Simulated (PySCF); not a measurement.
Ga(F)2(NHMe) (CH4F2GaN), SMILES C[NH][Ga]([F])[F]. Atoms are numbered in the order given.

```xyz
9

Ga     0.0164    -0.3847     0.0000
F      1.0024    -1.8419     0.0000
F     -1.7304    -0.6090     0.0000
N      0.7280     1.2716     0.0000
C     -0.0153     2.5200     0.0000
H      1.7453     1.3646     0.0000
H      0.1987     3.1422     0.8987
H      0.1987     3.1422    -0.8987
H     -1.1035     2.3118     0.0000
```
Charge 0, spin multiplicity 1.

Geometry: PBE-D3(BJ)/def2-SVP. The structure was generated by enumeration; whether it is a known compound was not checked. The values are those of a single conformer.

The numbers are results of B3LYP/pcSseg-1 run with PySCF, not measurements.

GIAO shieldings, no solvent; atoms listed in one row are averaged. δ = σ(ref) − σ: ¹⁹F against CFCl3 (σ = 161.7 ppm); ¹⁵N against NH3 (σ = 265.5 ppm); ¹³C against TMS (σ = 181.3 ppm); ¹H against TMS (σ = 31.68 ppm), references at their B3LYP-D3(BJ)/def2-TZVP geometries, non-relativistic.

```
nucleus       atoms  count  δ (ppm)
-------  ----------  -----  -------
¹⁹F              F2      1   -194.1
¹⁹F              F3      1   -204.5
¹⁵N              N4      1     40.7
¹³C              C5      1     39.2
¹H       H7, H8, H9      3     3.56
¹H               H6      1     1.51
```
